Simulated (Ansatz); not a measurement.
`CO[Si](F)(F)S`, charge 0, multiplicity 1.

Q: Give a relaxed structure at PBE0-D4/def2-TZVP (Ansatz). (Best estimate.)

A: The calculation gave: 
Cartesian coordinates in Å:
```
C -0.252 1.448 0.762
O 0.382 0.206 0.506
Si 0.173 -0.721 -0.792
F -1.376 -0.777 -1.128
F 0.859 -0.115 -2.083
S 1.018 -2.615 -0.495
H 0.201 2.240 0.160
H -1.322 1.400 0.547
H -0.111 1.682 1.817
H 0.428 -2.749 0.706
```
This is one stationary point; other conformers may exist.
